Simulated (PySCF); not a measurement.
C₄H₅NSi, SMILES C#C[SiH](N)C#C.

Coordinates come from a PBE0-D3(BJ)/def2-SVP optimisation. This is a generated structure with no PubChem entry under its InChIKey; it may be hypothetical. The values are those of a single conformer.

All values below come from PBE/def2-TZVP run with PySCF.

Gas-phase values at a fixed geometry.

total energy: -499.25694 hartree
highest occupied level: -6.27 eV
lowest empty level: -1.55 eV
orbital gap: 4.72 eV
dipole moment: 1.27 D
quadrupole, principal values (traceless, Buckingham form, about the centre of nuclear charge): -5.59, -1.57, 7.16 D·Å
mean static polarisability: 76.2 bohr³ (11.29 Å³)
polarisability, principal values: 54.7, 76.1, 97.7 bohr³
